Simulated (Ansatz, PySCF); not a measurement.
AsH₅Si, SMILES [SiH3][AsH2] (connectivity only; charge and spin as stated), charge +1, multiplicity 2. Atoms are numbered in the order given.

```xyz
7

Si    -1.7013     0.1814     0.2983
As     0.6887    -0.0537     0.1008
H     -2.1773    -0.8425    -0.6487
H     -1.8926     1.5879    -0.0977
H     -1.9005    -0.1203     1.7323
H      1.3021    -1.4069     0.3121
H      1.5733     0.9084     0.8385
```
Charge +1, spin multiplicity 2.

The structure is a stationary point at PBE0-D3(BJ)/def2-TZVP. The multiplicity is an assumed one; other spin states were not compared.

Two levels are set side by side: PBE-D3(BJ)/def2-TZVP (Ansatz, a quantum-chemistry and plane-wave program) and PBE0-D3(BJ)/def2-TZVP (Ansatz). Each level has its own optimised geometry; the coordinates shown are those of the second. Frequencies come from the Hessian of PySCF at each geometry. Differences are taken from unrounded values.

| quantity | PBE0-D3(BJ) | PBE-D3(BJ) | PBE-D3(BJ) minus PBE0-D3(BJ) |
|---|---|---|---|
| mean bond length (Å) | 1.640 | 1.651 | 0.012 |
| bond Si1–As2 (Å) | 2.410 | 2.422 | 0.012 |
| bond Si1–H3 (Å) | 1.474 | 1.483 | 0.009 |
| bond Si1–H4 (Å) | 1.474 | 1.483 | 0.009 |
| bond Si1–H5 (Å) | 1.479 | 1.491 | 0.012 |
| bond As2–H6 (Å) | 1.501 | 1.515 | 0.014 |
| bond As2–H7 (Å) | 1.501 | 1.515 | 0.014 |
| highest harmonic wavenumber (cm⁻¹) | 2341 | 2259 | -82 |
| mean harmonic wavenumber (cm⁻¹) | 1157 | 1115 | -42 |
| zero-point energy (kcal/mol) | 24.82 | 23.91 | -0.91 |

GGA bonds tend to be longer and softer than those of functionals with exact exchange. Differences between two approximate levels are no errors against the true value.
